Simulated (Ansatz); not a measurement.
F₆Si (SMILES F[Si-2](F)(F)(F)(F)F), charge -2, singlet, at a GFN2-xTB geometry (a gas-phase anion, which may not be bound at this level); Ansatz (a first-principles code) with BLYP/6-311G**.

Here is a job for Ansatz.
Ansatz 0.2 input:
```yaml
crystal:
  periodic: [false, false, false]
  atoms:
    - {symbol: F, position_ang: [0.39884880, -1.65434300, -0.16462041]}
    - {symbol: Si, position_ang: [0.00000000, 0.00000000, -0.00000000]}
    - {symbol: F, position_ang: [1.17504728, 0.40027767, -1.17561587]}
    - {symbol: F, position_ang: [-1.17504728, -0.40027767, 1.17561587]}
    - {symbol: F, position_ang: [1.17610141, 0.16111496, 1.23038955]}
    - {symbol: F, position_ang: [-0.39884880, 1.65434300, 0.16462041]}
    - {symbol: F, position_ang: [-1.17610141, -0.16111496, -1.23038955]}
basis:
  gaussian:
    orbitals: 6-311G__.json
hamiltonian:
  xc: blyp
total_charge: -2
```
The basis file holds 6-311G** in the JSON format of the Basis Set Exchange.

What the program printed (banner, timings and long lists left out):

```
Functional definition: BLYP
1138 factors; their error is unknown
mean field evaluation 1: about -24188.7614 eV, gradient 2.3e1 eV
mean field evaluation 2: about -24188.6801 eV, gradient 2.6e1 eV
mean field evaluation 4: about -24189.7060 eV, gradient 4.7e-1 eV
mean field evaluation 8: about -24189.6962 eV, gradient 1.6e-2 eV
mean field -24189.69616497 eV, -888.9549376978 hartree, gradient 5.1e-5 eV, S^2 0.000000; 0 other end points of the search recorded, 0 dependent functions left out
reference -24189.69650279 eV, -888.9549501123 hartree; 35, 35 occupied and 100, 100 virtual orbitals, 1138 factors
Total energy: -24189.69650279 eV, -888.9549501123 hartree
```
